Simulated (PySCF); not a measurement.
**Correlation energy of Ni(2+) (nickel, charge +2)**

[Ar] 3d8, high-spin 3F determinant. Computed with PySCF 2.14 in x2c-TZVPPall with one added diffuse shell each of s, p, d, f type (7s6p5d3f1g, 80 functions), with the spin-free X2C one-electron Hamiltonian (Gaussian nucleus). Frozen: [Ar]; 8 electrons correlated.

| level | correlation energy (mhartree) |
| --- | --- |
| CCSD | -239.86 |
| (T) | -5.05 |
| CCSD(T) | -244.91 |

Diagnostics: T1 = 0.0070, D1 = 0.0102, largest double amplitude 0.017.

Cost of the coupled-cluster step: of the order of 11 core-seconds, for 8 correlated electrons.

Iterations:

```
CC2 = 0
CCSD nocc = (np.int64(5), np.int64(3)), nmo = (71, 71)
frozen orbitals [[0, 1, 2, 3, 4, 5, 6, 7, 8], [0, 1, 2, 3, 4, 5, 6, 7, 8]]
max_cycle = 100
direct = 0
conv_tol = 1e-08
conv_tol_normt = 1e-06
diis_space = 8
diis_start_cycle = 0
Init t2, MP2 energy = -0.250189039791264
Init E_corr(UCCSD) = -0.250189039791909
cycle = 1  E_corr(UCCSD) = -0.236572144372899  dE = 0.0136168954  norm(t1,t2) = 0.0378381
cycle = 2  E_corr(UCCSD) = -0.240054836316606  dE = -0.00348269194  norm(t1,t2) = 0.0104062
cycle = 3  E_corr(UCCSD) = -0.239657862459813  dE = 0.000396973857  norm(t1,t2) = 0.00459676
cycle = 4  E_corr(UCCSD) = -0.239826945752677  dE = -0.000169083293  norm(t1,t2) = 0.0017633
cycle = 5  E_corr(UCCSD) = -0.239863976411069  dE = -3.70306584e-05  norm(t1,t2) = 0.000404775
cycle = 6  E_corr(UCCSD) = -0.239855928844403  dE = 8.04756667e-06  norm(t1,t2) = 0.000137184
cycle = 7  E_corr(UCCSD) = -0.239854752736908  dE = 1.17610749e-06  norm(t1,t2) = 4.46239e-05
cycle = 8  E_corr(UCCSD) = -0.239855855360864  dE = -1.10262396e-06  norm(t1,t2) = 1.50352e-05
cycle = 9  E_corr(UCCSD) = -0.23985575830289  dE = 9.70579742e-08  norm(t1,t2) = 6.73815e-06
cycle = 10  E_corr(UCCSD) = -0.239855626039176  dE = 1.32263714e-07  norm(t1,t2) = 2.52517e-06
cycle = 11  E_corr(UCCSD) = -0.23985570468607  dE = -7.86468936e-08  norm(t1,t2) = 8.43251e-07
cycle = 12  E_corr(UCCSD) = -0.239855679779358  dE = 2.49067122e-08  norm(t1,t2) = 2.36067e-07
cycle = 13  E_corr(UCCSD) = -0.239855682173885  dE = -2.39452758e-09  norm(t1,t2) = 7.21832e-08
UCCSD converged
E(UCCSD) = -1518.47533144016  E_corr = -0.2398556821738853
UCCSD(T) correction = -0.00504974590558895
```
